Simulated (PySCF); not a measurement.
Trend along the fifth-period p block: MBr molecules

CCSD(T) with triple-zeta basis sets in PySCF, for the lowest determinant that a PBE0 search found; no spin–orbit coupling. De refers to high-spin ground-configuration atoms.

```
 M         basis  reference, frozen orbitals  state (unpaired electrons)  Re (Å)  ωe (cm⁻¹)  De (eV)
In  x2c-TZVPPall                     RHF, 27      singlet (closed shell)   2.556        224     4.08
Sn    def2-TZVPP                     UHF, 13               doublet (π ↑)   2.516        246     3.37
Sb  x2c-TZVPPall                     UHF, 27              triplet (π ↑↑)   2.495        259     2.51
Te  x2c-TZVPPall                     UHF, 27               doublet (π ↑)   2.476        266     2.20
 I  x2c-TZVPPall                     RHF, 27      singlet (closed shell)   2.485        266     1.96
```

(1) By what factor does the harmonic wavenumber vary along the series?

The rows differ in basis set, which adds steps of its own.

The state changes along the series, so neighbouring rows are not always alike in their bonding.

Correlated steps freeze the inner cores (13 to 27 orbitals); shallow outer-core shells are correlated. These are scalar-relativistic numbers at best; spin–orbit coupling would shift them, the dissociation energy most. Where the molecule has an RHF reference, its open-shell atoms are computed with UHF. States were picked by a PBE0 search and need not be the measured ground states.

Results:

(1) At CCSD(T) it runs from 224 cm⁻¹ (InBr) to 266 cm⁻¹ (IBr), a factor of 1.19.
